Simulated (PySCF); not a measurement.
An unknown shows these calculated signals:

¹H NMR (500 MHz, computed): δ 8.44 (d, 1H), 7.43 (d, 1H), 7.30 (m, 1H), 6.98 (m, 1H), 2.53 (s, 3H).

¹³C{¹H} NMR (computed): δ 154.9 (C), 144.0 (CH), 131.8 (CH), 129.9 (CH), 124.4 (CH), 21.7 (CH3).

PySCF calculation with shielding tensors at PBE0/pcSseg-1 (GIAO) and coordinates at the GFN2-xTB level; averaged over atoms made equivalent by symmetry, fast rotation or ring inversion, relativity neglected, a single conformation, no solvent model.

δ = σ(ref) − σ, references computed at the same level: ¹H and ¹³C against TMS.

Which of these does the molecule contain: a heteroaromatic ring, a benzene ring, an amide, an ester?

## Answers


- A heteroaromatic ring: yes.
- A benzene ring: no.
- An amide: no.
- An ester: no.

The data belong to SMILES Cc1cccc[n+]1[O-], C$_{6}$H$_{7}$NO; they needn't prove each group on their own.

Carbon signals by region: 5 in the sp2 and nitrile region (100–160 ppm), 1 below 50 ppm.

Shifts are as computed. Against solution values, carbons near 30 ppm lie about +3 ppm off and those near 130 ppm about +5 ppm. Of 1211 compounds with measured shifts, 218 miss one by over three times the rms of a fit or turn the order of signals round; such compounds aren't used in these exercises. Multiplicities follow the n + 1 count of equivalent neighbours, as no J values were calculated; m marks all less simple cases, F and P coupling included.
